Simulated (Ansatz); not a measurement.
Basis sets compared for Hg3H12Se3. Total charge 0; singlet. Geometry PBE-D4/def2-SVP. Ansatz on 4 threads of Arm Neoverse V2 on a shared host; times are rough, and most runs start from earlier orbitals.

Cartesian coordinates in Å:
```
Se 1.2616 1.2152 -1.6142
Hg 3.7157 1.1253 0.8232
Se 0.9828 -0.5781 2.0894
Hg -1.6382 0.9609 -3.4838
Se -2.2321 -0.6689 -0.4904
Hg -2.1042 -2.0190 2.6927
H 1.4665 2.6506 -1.9318
H 2.1676 0.8112 -2.7186
H 4.3546 -0.2812 0.1886
H 3.1596 2.5580 1.4768
H 1.7692 -1.7399 2.5747
H 1.0600 0.0689 3.4231
H -1.1102 -0.4513 -4.2018
H -2.2035 2.3960 -2.8432
H -2.8097 -1.8835 -1.1187
H -3.5839 -0.0822 -0.3125
H -2.6694 -0.5912 3.3494
H -1.5865 -3.4907 2.0969
```

In the def2 sets Hg takes a core potential; there is no spin–orbit coupling. In the singlet geometry the species has come apart into loosely held pieces.

Binding counts from free atoms (Se triplet, Hg singlet, H doublet) in the same basis, without a counterpoise term.

```tsv
level	functions	energy (Eh)	HOMO (eV)	LUMO (eV)	binding per atom (eV)	wall time
PBE-D4/def2-SVP	252	-7670.3304	-6.21	-1.47	1.82	4 s
PBE-D4/def2-TZVPD	417	-7671.2591	-6.26	-1.87	1.84	11 s
PBE0-D4/def2-SVP	252	-7670.4529	-7.33	-0.54	1.79	8.5 s
```

(1) Estimate the rows for PBE-D4/def2-TZVP, PBE0-D4/def2-TZVP (with forces).

Results:

(1) 
```
                          level  functions  energy (Eh)  HOMO (eV)  LUMO (eV)  binding per atom (eV)  wall time
               PBE-D4/def2-TZVP        345   -7671.2570      -6.25      -1.80                   1.84      6.5 s
PBE0-D4/def2-TZVP (with forces)        345   -7671.3788      -7.33      -0.91                   1.82       20 s
```
